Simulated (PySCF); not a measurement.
B3LYP has the VWN-RPA correlation part, as in Gaussian. Delta-SCF ions had no search for a lower state. Excitations are Tamm–Dancoff values on a coarser integration grid. The basis has no diffuse functions, so Rydberg states are missing or too high.

Cartesian coordinates (Å):
SMILES: [Ga]([F])([CH3])[CH3]
```xyz
10

C      1.8282    -0.2024    -0.0270
Ga    -0.0124     0.4825     0.0660
C     -1.8146    -0.2951    -0.0458
F     -0.0596     2.2526     0.3018
H      1.8640    -1.2909    -0.0076
H      2.4066     0.1938     0.8084
H      2.2957     0.1483    -0.9491
H     -1.7909    -1.3802    -0.1384
H     -2.3822    -0.0233     0.8454
H     -2.3349     0.1240    -0.9088
```
Charge 0, spin multiplicity 1.

Q: Estimate the HOMO, LUMO, total energy, T1 excitation (TDA), HOMO–LUMO gap, vertical ionisation energy (Delta-SCF), dipole moment and brightest of the four lowest singlets (TDA) that B3LYP-D3(BJ)/def2-TZVP (PySCF) returns for this input.

A: 
| Property | Value |
|---|---|
| HOMO | -7.78 eV |
| LUMO | -0.96 eV |
| total energy | -57272.39 eV |
| T1 excitation (TDA) | 5.33 eV |
| HOMO–LUMO gap | 6.82 eV |
| vertical ionisation energy (Delta-SCF) | 10.07 eV |
| dipole moment | 2.83 D |
| brightest of the four lowest singlets (TDA) | 7.00 eV |
